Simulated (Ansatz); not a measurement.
Ideal-gas functions of `[F][Sn]([Cl])[Cl]` radical at 800 K and 1 bar, from an Ansatz frequency run at PBE0-D4/def2-TZVP.

Molar mass 208.62 g/mol, point group Cs (symmetry number 1), electronic degeneracy 2, moments of inertia 161.959, 287.171, 389.67 u Å². Harmonic wavenumbers (cm⁻¹, unscaled): 95, 135, 142, 352, 372, 613.

Use S(trans) = R[1.5 ln M + 2.5 ln T − 1.1517]; rotational temperatures θ = 24.2544 K / I; S(rot) = R[ln(√π/σ · √(T³/θAθBθC)) + 1.5]; for each mode x = 1.438777 ν̃/T, S = R[x/(eˣ − 1) − ln(1 − e⁻ˣ)] and H = RT x/(eˣ − 1); 1 cm⁻¹ = 0.0119627 kJ/mol; R = 8.31446 J/(mol·K).

By hand: the entropy, in J/(mol·K).

Translation 196.0. Rotation: θ = 0.1498, 0.0845, 0.0622 K, giving 130.3. Vibration, mode by mode: 23.02, 20.10, 19.69, 12.25, 11.81, 7.91, in all 94.8. Electronic 5.8. Sum 426.9 J/(mol·K).

By hand: H − E and G − E in kJ/mol, counted from the electronic energy.

Zero-point energy ½ × 1709 × 0.0119627 = 10.2; thermal vibration 30.9; translation, rotation and pV give 4 RT = 26.6. H − E = 67.7 kJ/mol, and G − E = 67.7 − 800 × 426.9/1000 = -273.8 kJ/mol.

Vibration gives 22 % of the entropy, 62.8 J/(mol·K) of it from the modes under 150 cm⁻¹: soft modes count most, and the harmonic formula is weakest for them.
